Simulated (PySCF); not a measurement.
SMILES [GeH3][S][Si](F)(F)F, B3LYP/def2-SVP optimised geometry.

```
9

Si    -0.73     0.70     0.00
F     -1.31    -0.06     1.30
F     -1.31     2.19     0.00
F     -1.37    -0.04    -1.28
S      1.37     0.70     0.00
Ge     1.75    -0.92     1.57
H      3.27    -1.12     1.47
H      0.98    -2.19     1.20
H      1.35    -0.38     2.96
```

Density from B3LYP/def2-TZVP run with PySCF at that geometry.

Minimum of the electron density along straight lines between bonded atoms, close to the bond critical point (lines longer than 1.1 times the sum of covalent radii, or with two minima, are not listed):

```json
[
 {"bond": "Si1–F2", "length / Å": "1.612", "ρ at the minimum / e bohr⁻³": "0.137", "∇²ρ there / e bohr⁻⁵": "0.92", "position (fraction from the first atom)": "0.42"},
 {"bond": "Si1–F3", "length / Å": "1.603", "ρ at the minimum / e bohr⁻³": "0.140", "∇²ρ there / e bohr⁻⁵": "0.94", "position (fraction from the first atom)": "0.42"},
 {"bond": "Si1–F4", "length / Å": "1.605", "ρ at the minimum / e bohr⁻³": "0.139", "∇²ρ there / e bohr⁻⁵": "0.93", "position (fraction from the first atom)": "0.42"},
 {"bond": "Si1–S5", "length / Å": "2.098", "ρ at the minimum / e bohr⁻³": "0.113", "∇²ρ there / e bohr⁻⁵": "___", "position (fraction from the first atom)": "0.36"},
 {"bond": "S5–Ge6", "length / Å": "2.285", "ρ at the minimum / e bohr⁻³": "___", "∇²ρ there / e bohr⁻⁵": "0.04", "position (fraction from the first atom)": "0.56"},
 {"bond": "Ge6–H7", "length / Å": "1.537", "ρ at the minimum / e bohr⁻³": "0.135", "∇²ρ there / e bohr⁻⁵": "0.04", "position (fraction from the first atom)": "0.59"},
 {"bond": "Ge6–H8", "length / Å": "1.536", "ρ at the minimum / e bohr⁻³": "0.135", "∇²ρ there / e bohr⁻⁵": "0.04", "position (fraction from the first atom)": "0.59"},
 {"bond": "Ge6–H9", "length / Å": "1.536", "ρ at the minimum / e bohr⁻³": "0.135", "∇²ρ there / e bohr⁻⁵": "0.04", "position (fraction from the first atom)": "0.59"}
]
```

Some entries are withheld; supply them.


- Si1–S5, ∇²ρ there / e bohr⁻⁵: 0.06
- S5–Ge6, ρ at the minimum / e bohr⁻³: 0.090
